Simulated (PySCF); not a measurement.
## Spinor energies of Pr (praseodymium, neutral)

Start: [Xe] 4f3 6s2; 4f5/2 filled at m_j = +1/2, +3/2, +5/2. Calculated with PySCF 2.14 in x2c-TZVPPall-2c (11s11p10d4f2g, 140 functions): generalised Hartree-Fock with the X2C-1e Hamiltonian and a Gaussian nucleus; one run each with spin-orbit coupling (SO) switched off, then screened by Boettger's factors.

```json
{"spinor shell": "1s1/2", "electrons": "2", "ε, spin-free (eV)": "-42193.1", "ε, screened SO (eV)": "-42187.0", "weight of nominal j (screened SO)": "1.000", "rms radius, screened SO (bohr)": "0.0275"}
{"spinor shell": "2s1/2", "electrons": "2", "ε, spin-free (eV)": "-6899.0", "ε, screened SO (eV)": "-6897.1", "weight of nominal j (screened SO)": "1.000", "rms radius, screened SO (bohr)": "0.111"}
{"spinor shell": "2p1/2", "electrons": "2", "ε, spin-free (eV)": "-6166.4", "ε, screened SO (eV)": "-6504.2", "weight of nominal j (screened SO)": "1.000", "rms radius, screened SO (bohr)": "0.0958"}
{"spinor shell": "2p3/2", "electrons": "4", "ε, spin-free (eV)": "-6166.4", "ε, screened SO (eV)": "-6018.1", "weight of nominal j (screened SO)": "1.000", "rms radius, screened SO (bohr)": "0.102"}
{"spinor shell": "3s1/2", "electrons": "2", "ε, spin-free (eV)": "-1534.8", "ε, screened SO (eV)": "-1534.2", "weight of nominal j (screened SO)": "1.000", "rms radius, screened SO (bohr)": "0.290"}
{"spinor shell": "3p1/2", "electrons": "2", "ε, spin-free (eV)": "-1297.6", "ε, screened SO (eV)": "-1366.2", "weight of nominal j (screened SO)": "1.000", "rms radius, screened SO (bohr)": "0.282"}
{"spinor shell": "3p3/2", "electrons": "4", "ε, spin-free (eV)": "-1297.6", "ε, screened SO (eV)": "-1267.0", "weight of nominal j (screened SO)": "1.000", "rms radius, screened SO (bohr)": "0.294"}
{"spinor shell": "3d3/2", "electrons": "4", "ε, spin-free (eV)": "-964.35", "ε, screened SO (eV)": "-977.02", "weight of nominal j (screened SO)": "0.999", "rms radius, screened SO (bohr)": "0.266"}
{"spinor shell": "3d5/2", "electrons": "6", "ε, spin-free (eV)": "-964.35", "ε, screened SO (eV)": "-955.22", "weight of nominal j (screened SO)": "0.999", "rms radius, screened SO (bohr)": "0.269"}
{"spinor shell": "4s1/2", "electrons": "2", "ε, spin-free (eV)": "-324.87", "ε, screened SO (eV)": "-324.64", "weight of nominal j (screened SO)": "1.000", "rms radius, screened SO (bohr)": "0.661"}
{"spinor shell": "4p1/2", "electrons": "2", "ε, spin-free (eV)": "-244.63", "ε, screened SO (eV)": "-260.39", "weight of nominal j (screened SO)": "0.989", "rms radius, screened SO (bohr)": "0.685"}
{"spinor shell": "4p3/2", "electrons": "4", "ε, spin-free (eV)": "-244.63", "ε, screened SO (eV)": "-237.45", "weight of nominal j (screened SO)": "0.994", "rms radius, screened SO (bohr)": "0.711"}
{"spinor shell": "4d3/2", "electrons": "4", "ε, spin-free (eV)": "-126.70", "ε, screened SO (eV)": "-131.68", "weight of nominal j (screened SO)": "0.833", "rms radius, screened SO (bohr)": "0.783"}
{"spinor shell": "4d5/2", "electrons": "6", "ε, spin-free (eV)": "-126.70", "ε, screened SO (eV)": "-123.15", "weight of nominal j (screened SO)": "0.889", "rms radius, screened SO (bohr)": "0.788"}
{"spinor shell": "5s1/2", "electrons": "2", "ε, spin-free (eV)": "-48.807", "ε, screened SO (eV)": "-48.765", "weight of nominal j (screened SO)": "1.000", "rms radius, screened SO (bohr)": "1.63"}
{"spinor shell": "5p1/2", "electrons": "2", "ε, spin-free (eV)": "-26.979", "ε, screened SO (eV)": "-29.524", "weight of nominal j (screened SO)": "0.935", "rms radius, screened SO (bohr)": "1.84"}
{"spinor shell": "5p3/2", "electrons": "4", "ε, spin-free (eV)": "-26.979", "ε, screened SO (eV)": "-25.819", "weight of nominal j (screened SO)": "0.968", "rms radius, screened SO (bohr)": "1.94"}
{"spinor shell": "4f5/2", "electrons": "3", "ε, spin-free (eV)": "-10.826", "ε, screened SO (eV)": "-10.854", "weight of nominal j (screened SO)": "0.794", "rms radius, screened SO (bohr)": "1.21"}
{"spinor shell": "6s1/2", "electrons": "2", "ε, spin-free (eV)": "-4.666", "ε, screened SO (eV)": "-4.667", "weight of nominal j (screened SO)": "1.000", "rms radius, screened SO (bohr)": "5.19"}
```

```
   quantity    spin-free  screened SO
E (hartree)  -9231.09449  -9235.41355
        M_J          9/2          9/2
       ⟨J²⟩       27.758       26.902
       ⟨L²⟩       42.005       41.798
       ⟨S²⟩        3.753        3.737
```

The determinant has a definite M_J but mixes levels of different J.

Each row is a mean over spinors that exchange with the open shell spreads, by up to 9.360 eV (4d3/2).

Rows whose weight is well below 1 are mixtures of j = l ± 1/2: exchange outweighs spin-orbit coupling there, and the label is only the starting occupation.

Breit and QED terms are absent; they matter most for the inner s and p1/2 levels.

Densities and radii are taken from the X2C orbitals without a picture-change correction, which distorts them close to the nucleus.

Without spin-orbit coupling the j labels of p, d and f shells carry no meaning; the spin-free column gives the mean over the occupied spinors of each nl shell, and its ⟨J²⟩ belongs to a mixture of degenerate components.
